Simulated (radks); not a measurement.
Results of a calculation; reference values are marked as such.
Species: Mo2+. Configuration: [Kr] 4d4. Level of theory: scalar-relativistic Kohn-Sham, AM05, spin-polarised, spherical densities, point nucleus; open shells are filled with parallel spins first (spin-orbit coupling, left out, can overturn this in heavy ions) (a radial shooting solver on a logarithmic mesh with Libxc functionals).

Local quantities along the radius. ELF = 1/(1 + alpha^2) is the electron localisation function; alpha = (tau - tau_W)/tau_unif compares the Pauli kinetic energy density with that of the uniform gas (summed over spins). tau is taken from the large components.

r (bohr)	ELF	alpha
0.001586	1.000	0.02152
0.002115	1.000	0.02201
0.002798	0.999	0.02316
0.003732	0.999	0.02532
0.004938	0.999	0.02881
0.006587	0.999	0.03476
0.008715	0.998	0.04461
0.01162	0.996	0.06296
0.01538	0.990	0.09808
0.02051	0.970	0.1771
0.02714	0.885	0.3609
0.0362	0.608	0.8027
0.0479	0.335	1.409
0.06337	0.362	1.328
0.08452	0.632	0.7635
0.1118	0.771	0.5455
0.1492	0.630	0.7669
0.1974	0.304	1.512
0.2632	0.438	1.133
0.3483	0.742	0.5899
0.4645	0.736	0.5996
0.6146	0.329	1.429
0.8198	0.269	1.648
1.085	0.738	0.5957
1.447	0.733	0.6031
1.914	0.479	1.044
2.533	0.200	2.002
3.378	0.048	4.467
4.469	0.005	14.24
5.961	0.000	86.67

On this mesh the ELF has minima near r = 0.055, 0.23, 0.71 bohr, which separate the shells, and maxima near 0.11 (0.77), 0.40 (0.78), 1.3 (0.78).

Self-consistent cycle (total energy in hartree, residual of the potential): 1: -4039.067828, 7e+00; 2: -4042.728297, 3e+00; 3: -4043.883531, 4e-01; 4: -4043.893510, 2e-01; 5: -4043.900436, 6e-03; 6: -4043.900287, 5e-03; 7: -4043.900297, 4e-04; 8: -4043.900297, 7e-05; 9: -4043.900297, 2e-06; 10: -4043.900297, 1e-06; 11: -4043.900297, 1e-06; 12: -4043.900297, 8e-08; 13: -4043.900297, 7e-09.
